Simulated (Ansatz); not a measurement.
SiH2Me(NEt2) (C5H15NSi). Charge 0, multiplicity 1. Geometry PBE-D4/def2-SVP, basis def2-TZVP, Ansatz.

```
run  HOMO (eV)  LUMO (eV)
  A      -5.08       0.50
  B      -4.99      -0.25
  C      -5.57       0.77
  D      -9.31       3.52
  E      -6.13       0.83
  F      -4.86       0.01
```

Problem. The runs used HF, LDA (SPW92), PBE, PBE0, r2SCAN, r2SCANh. Estimate which is which.

Solution. A r2SCAN (0 % exact exchange); B LDA (SPW92) (0 % exact exchange); C r2SCANh (10 % exact exchange); D HF (100 % exact exchange); E PBE0 (25 % exact exchange); F PBE (0 % exact exchange). Exact exchange lowers occupied and raises empty levels; among semilocal functionals meta-GGAs tend to open the gap a little, and such runs are hard to tell apart. The gap grows from 4.74 eV (LDA (SPW92)) to 12.83 eV (HF).
